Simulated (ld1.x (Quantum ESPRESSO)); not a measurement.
## Configuration tests for osmium (TM)

* Element: osmium
* Generator: ld1.x (Quantum ESPRESSO) 7.5
* Type: norm-conserving Troullier–Martins (Kleinman–Bylander form)
* Functional: PBEsol
* Relativity: scalar-relativistic
* Frozen core: [Xe] 4f14
* Valence charge: 8
* Reference configuration: 5d5 6s0 6p0 (charge +3)
* Partial waves: 6s (bound, empty): rc 2.30 bohr; 5d (bound): rc 2.10 bohr; 6p (bound, empty): rc 2.05 bohr
* Local potential: the p channel
* Core correction: a·sin(br)/r model core inside 2.05 bohr

Energies are relative to the spin-unpolarised reference configuration 5d5 6s0 6p0; without spin polarisation the order of configurations can differ from experiment.

```csv
valence configuration,charge,ΔE all-electron (eV),error AE − PS (meV)
5d6 6s2 6p0,0,-55.442,-150
5d6 6s1 6p0,+1,-45.818,-144
5d6 6s0 6p0,+2,-28.878,-128
5d6 6s0 6p2,0,-44.890,+35
5d6 6s0 6p1,+1,-39.602,-44
```

Task: What are ΔE and the potential's error for 5d5 6s2 6p0?

Result: ΔE = -44.324 eV all-electron; the error (AE − PS) is -41 meV.

Task: What are ΔE and the potential's error for 5d5 6s2 6p1?

Result: ΔE = -49.292 eV all-electron; the error (AE − PS) is +12 meV.

Levels in the configuration 5d6 6s2 6p0:

```json
{"level": "5d", "all-electron (eV)": "-6.286", "pseudo (eV)": "-6.127"}
{"level": "6s", "all-electron (eV)": "-6.187", "pseudo (eV)": "-6.184"}
```

Note: ghost state, extra bound levels that the all-electron valence spectrum of the same l lacks: s at -148.3 eV. A true bound ghost makes a file unfit for plane-wave use.
